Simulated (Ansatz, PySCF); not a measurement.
Bond stretch in BeH (cation, charge +1), singlet.

UHF/cc-pVTZ (PySCF); RHF/cc-pVTZ (PySCF); UKS-BHandHLYP = PySCF with unrestricted BHandHLYP/cc-pVTZ; RKS-BHandHLYP = restricted BHandHLYP/cc-pVTZ in PySCF; UKS-CAM-B3LYP = unrestricted CAM-B3LYP/cc-pVTZ (PySCF 2.14.0); RKS-CAM-B3LYP = restricted CAM-B3LYP/cc-pVTZ run with PySCF; UKS-PBE = unrestricted PBE/cc-pVTZ run with Ansatz (an electronic-structure program); RKS-PBE = restricted PBE/cc-pVTZ (Ansatz); UKS-B3LYP/6-31G* = unrestricted B3LYP/6-31G*, spherical d in PySCF 2.14.0; RKS-B3LYP/6-31G* = restricted B3LYP/6-31G*, spherical d run with PySCF; UKS-B3LYP/3-21G = unrestricted B3LYP/3-21G run with PySCF 2.14.0; RKS-B3LYP/3-21G = restricted B3LYP/3-21G (PySCF); UKS-B3LYP/6-311+G** = PySCF with unrestricted B3LYP/6-311+G**, spherical d; RKS-B3LYP/6-311+G** = restricted B3LYP/6-311+G**, spherical d run with PySCF.

Scanned distances (Å): 1.07, 1.13, 1.21, 1.24, 1.29, 1.33, 1.38, 1.41, 1.43, 1.54, 1.65, 1.79, 1.99, 2.19, 2.38, 2.66, 2.88, 3.24, 3.62, 3.98, 4.68, 5.23.

**Question.** Where does the unrestricted solution first break spin symmetry (<S²> of 0.01 or more)?

**Answer.** UHF: between 1.54 and 1.65 Å; UKS-BHandHLYP: between 1.79 and 1.99 Å; UKS-CAM-B3LYP: between 1.79 and 1.99 Å; UKS-PBE: between 1.99 and 2.19 Å; UKS-B3LYP/6-31G*: between 1.79 and 1.99 Å; UKS-B3LYP/3-21G: between 1.79 and 1.99 Å; UKS-B3LYP/6-311+G**: between 1.79 and 1.99 Å.

| R / Å | <S²> UHF | E(RHF) − E(UHF) / kcal/mol | <S²> UKS-BHandHLYP | E(RKS-BHandHLYP) − E(UKS-BHandHLYP) / kcal/mol | <S²> UKS-CAM-B3LYP | E(RKS-CAM-B3LYP) − E(UKS-CAM-B3LYP) / kcal/mol | <S²> UKS-PBE | E(RKS-PBE) − E(UKS-PBE) / kcal/mol | <S²> UKS-B3LYP/6-31G* | E(RKS-B3LYP/6-31G*) − E(UKS-B3LYP/6-31G*) / kcal/mol | <S²> UKS-B3LYP/3-21G | E(RKS-B3LYP/3-21G) − E(UKS-B3LYP/3-21G) / kcal/mol | <S²> UKS-B3LYP/6-311+G** | E(RKS-B3LYP/6-311+G**) − E(UKS-B3LYP/6-311+G**) / kcal/mol |
|---|---|---|---|---|---|---|---|---|---|---|---|---|---|---|
| 1.07 | 0.00 | 0.0 | 0.00 | 0.0 | 0.00 | 0.0 | 0.00 | 0.0 | 0.00 | 0.0 | 0.00 | 0.0 | 0.00 | 0.0 |
| 1.13 | 0.00 | 0.0 | 0.00 | 0.0 | 0.00 | 0.0 | 0.00 | 0.0 | 0.00 | 0.0 | 0.00 | 0.0 | 0.00 | 0.0 |
| 1.21 | 0.00 | 0.0 | 0.00 | 0.0 | 0.00 | 0.0 | 0.00 | 0.0 | 0.00 | 0.0 | 0.00 | 0.0 | 0.00 | 0.0 |
| 1.24 | 0.00 | 0.0 | 0.00 | 0.0 | 0.00 | 0.0 | 0.00 | 0.0 | 0.00 | 0.0 | 0.00 | 0.0 | 0.00 | 0.0 |
| 1.29 | 0.00 | 0.0 | 0.00 | 0.0 | 0.00 | 0.0 | 0.00 | 0.0 | 0.00 | 0.0 | 0.00 | 0.0 | 0.00 | 0.0 |
| 1.33 | 0.00 | 0.0 | 0.00 | 0.0 | 0.00 | 0.0 | 0.00 | 0.0 | 0.00 | 0.0 | 0.00 | 0.0 | 0.00 | 0.0 |
| 1.38 | 0.00 | 0.0 | 0.00 | 0.0 | 0.00 | 0.0 | 0.00 | 0.0 | 0.00 | 0.0 | 0.00 | 0.0 | 0.00 | 0.0 |
| 1.41 | 0.00 | 0.0 | 0.00 | 0.0 | 0.00 | 0.0 | 0.00 | 0.0 | 0.00 | 0.0 | 0.00 | 0.0 | 0.00 | 0.0 |
| 1.43 | 0.00 | 0.0 | 0.00 | 0.0 | 0.00 | 0.0 | 0.00 | 0.0 | 0.00 | 0.0 | 0.00 | 0.0 | 0.00 | 0.0 |
| 1.54 | 0.00 | 0.0 | 0.00 | 0.0 | 0.00 | 0.0 | 0.00 | 0.0 | 0.00 | 0.0 | 0.00 | 0.0 | 0.00 | 0.0 |
| 1.65 | 0.03 | 0.0 | 0.00 | 0.0 | 0.00 | 0.0 | 0.00 | 0.0 | 0.00 | 0.0 | 0.00 | 0.0 | 0.00 | 0.0 |
| 1.79 | 0.38 | 2.5 | 0.00 | 0.0 | 0.00 | 0.0 | 0.00 | 0.0 | 0.00 | 0.0 | 0.00 | 0.0 | 0.00 | 0.0 |
| 1.99 | 0.65 | 10.6 | 0.26 | 1.2 | 0.18 | 0.5 | 0.00 | 0.0 | 0.07 | 0.1 | 0.01 | 0.0 | 0.09 | 0.1 |
| 2.19 | 0.78 | 20.6 | 0.51 | 5.3 | 0.45 | 3.8 | 0.32 | 1.1 | 0.35 | 1.9 | 0.32 | 1.5 | 0.37 | 2.1 |
| 2.38 | 0.86 | 30.4 | 0.68 | 10.5 | 0.63 | 8.6 | 0.56 | 4.0 | 0.56 | 5.3 | 0.53 | 4.7 | 0.56 | 5.5 |
| 2.66 | 0.93 | 43.8 | 0.82 | 18.9 | 0.79 | 16.5 | 0.74 | 9.4 | 0.74 | 11.4 | 0.72 | 10.5 | 0.74 | 11.5 |
| 2.88 | 0.96 | 53.1 | 0.88 | 25.0 | 0.86 | 22.4 | 0.81 | 13.4 | 0.82 | 16.0 | 0.80 | 14.9 | 0.82 | 16.1 |
| 3.24 | 0.98 | 65.8 | 0.94 | 33.2 | 0.92 | 30.6 | 0.85 | 18.5 | 0.88 | 22.0 | 0.86 | 20.7 | 0.88 | 22.1 |
| 3.62 | 0.99 | 75.8 | 0.97 | 39.5 | 0.96 | 37.1 | 0.87 | 22.0 | 0.90 | 26.2 | 0.88 | 24.9 | 0.91 | 26.3 |
| 3.98 | 1.00 | 82.6 | 0.99 | 43.7 | 0.98 | 41.4 | 0.87 | 23.9 | 0.91 | 28.7 | 0.89 | 27.3 | 0.92 | 28.8 |
| 4.68 | 1.00 | 90.6 | 1.00 | 48.1 | 0.99 | 46.4 | 0.86 | 25.3 | 0.91 | 30.9 | 0.89 | 29.6 | 0.92 | 31.0 |
| 5.23 | 1.00 | 94.0 | 1.00 | 49.6 | 1.00 | 48.4 | 0.84 | 25.5 | 0.90 | 31.4 | 0.88 | 30.2 | 0.91 | 31.5 |
